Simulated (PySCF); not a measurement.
Species: C7H12O2.
Atom-mapped SMILES: `[CH3:1][C:2](=[O:3])[O:4][CH:5]1[CH2:6][CH2:7][CH2:8][CH2:9]1` (hydrogens: H10, H11, H12 on C1; H13 on C5; H14, H15 on C6; H16, H17 on C7; H18, H19 on C8; H20, H21 on C9)

The closed-shell ground state was solved at several levels (PySCF, density fitting, gas phase, non-relativistic). The structure is a single PBE0-D3(BJ)/def2-SVP conformer in the gas phase; no vibrational or solvent corrections.

| level | basis functions | HOMO (eV) | LUMO (eV) | gap (eV) | dipole (D) |
| --- | --- | --- | --- | --- | --- |
| PBE0/pcSseg-1 | 213 | -7.86 | 0.42 | 8.28 | 1.86 |
| B3LYP/pcSseg-1 | 213 | -7.58 | 0.15 | 7.73 | 1.85 |

Question: Estimate the row for CAM-B3LYP/def2-SVPD, a basis of 282 functions; the other rows only guide the guess.

Answer: HOMO -9.44 eV, LUMO 1.28 eV, gap 10.72 eV, dipole 1.99 D.

Question: Over all these levels, which gives the widest orbital gap and which the narrowest?

Answer: CAM-B3LYP/def2-SVPD (range-separated hybrid) has the widest, 10.72 eV, and B3LYP/pcSseg-1 (global hybrid, 20 % exact exchange) the narrowest, 7.73 eV. Functional and basis both differ between the two, so the spread mixes both effects.

Question: How far do the dipole and the HOMO energy spread over the levels?

Answer: The dipole runs from 1.85 to 1.99 D (mean 1.90 D) and the HOMO from -9.44 to -7.58 eV.
